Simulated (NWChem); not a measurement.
Si$_{2}$H$_{4}$O$_{3}$; SMILES O[SiH]1O[SiH2]O1

```xyz
9

O      0.5261     2.1334     0.0000
Si    -0.4319     0.8021     0.0000
O     -0.0969    -0.3549    -1.1916
Si     0.2051    -1.5196     0.0000
O     -0.0969    -0.3549     1.1916
H      1.4856     2.0032     0.0000
H     -1.8050     1.3239     0.0000
H     -0.7619    -2.6415     0.0000
H      1.5976    -2.0293     0.0000
```
Atoms are numbered in this order, from 1.

Results from NWChem. Structure relaxed at the B3LYP/6-31G* (spherical d) level.

Task: What does the run give for OLYP/def2-SVP? Quantities: highest occupied level (eV); orbital gap (eV); dipole (D).

Result: 
* **highest occupied level (eV)**: -7.24
* **orbital gap (eV)**: 6.70
* **dipole (D)**: 1.32
